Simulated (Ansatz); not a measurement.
A nudged elastic band was laid between two geometries of BH7N3 + Cl (12 atoms, charge 0, multiplicity 1).

The calculation used Ansatz 0.2.0, RKS r2SCAN/6-31G*.

```yaml
movable_images: 5
climbing_image: yes
spring: 5.0 eV/Å²
optimiser: quadratic models (default)
start_path: through a guess of the saddle point
force_threshold: 0.03 eV/Å
iteration_limit: 60
end_points: relaxed
```

First end point:

```xyz
12
Properties=species:S:1:pos:R:3
B 0.105 0.020 -0.096
N 0.186 0.309 1.414
H -0.024 -0.513 1.983
H 1.088 0.675 1.720
N 1.249 -0.512 -0.732
H 2.079 -0.812 -0.243
H 1.283 -0.699 -1.723
N -1.130 0.319 -0.674
H -1.810 0.875 -0.153
H -1.339 0.202 -1.655
Cl -2.008 2.087 1.943
H -0.656 1.086 1.692
```

Last end point:

```xyz
12
Properties=species:S:1:pos:R:3
B -0.252 0.735 -1.053
N 0.006 -0.289 2.242
H 0.563 -0.895 2.843
H 0.664 0.306 1.738
N 1.033 0.177 -0.800
H 1.095 -0.701 -0.300
H 1.787 0.319 -1.455
N -1.395 0.398 -0.314
H -1.305 -0.160 0.533
H -2.286 0.846 -0.461
Cl -0.384 1.967 -2.366
H -0.503 0.334 2.869
```

Which bonds break or form, and what moves?

Bonds broken: B1–N2. Bonds formed: B1–Cl11. BH7N3 + Cl becomes BClH4N2 + H3N.

What energy profile does the band end with?

The run converged. The highest image is number 2 of 0 to 6, 11.9 kcal/mol above the first end and 13.4 kcal/mol above the last; the last end lies 1.5 kcal/mol below the first. The profile has 2 maxima (images 2, 5) with wells between them (image 4): this band takes more than one step, which may be the mechanism or a detour left from its start path. A vibrational analysis at the climbing image gives one clearly imaginary mode, 381i cm⁻¹: a first-order saddle point. The orbitals stay closed-shell, which can raise the energy where a bond breaks towards radicals; this wasn't checked here.

```csv
image,path coordinate (Å),energy (kcal/mol),B1–N2 (Å),B1–Cl11 (Å)
0,0.00,0.0,1.54,3.59
1,1.82,0.9,1.49,3.57
2,3.65,11.9,1.46,3.62
3,6.06,2.0,1.69,1.96
4,8.47,1.6,1.69,1.95
5,10.88,2.4,3.13,1.80
6,13.29,-1.5,3.46,1.81
```

What is the geometry of the highest image?


```xyz
12
Properties=species:S:1:pos:R:3
B 0.020 -0.148 0.070
N 0.021 0.140 1.504
H -0.742 -0.182 2.093
H 0.921 0.018 1.957
N 1.335 -0.151 -0.595
H 1.529 -1.035 -1.060
H 1.398 0.567 -1.315
N -1.214 -0.342 -0.585
H -2.116 -0.231 -0.139
H -1.274 -0.428 -1.588
Cl -0.603 3.082 1.580
H -0.254 1.747 1.554
```

Time of the run: 9.2 min on 2 threads of Arm Neoverse V1, with other jobs on the host, peak memory 0.16 GiB.
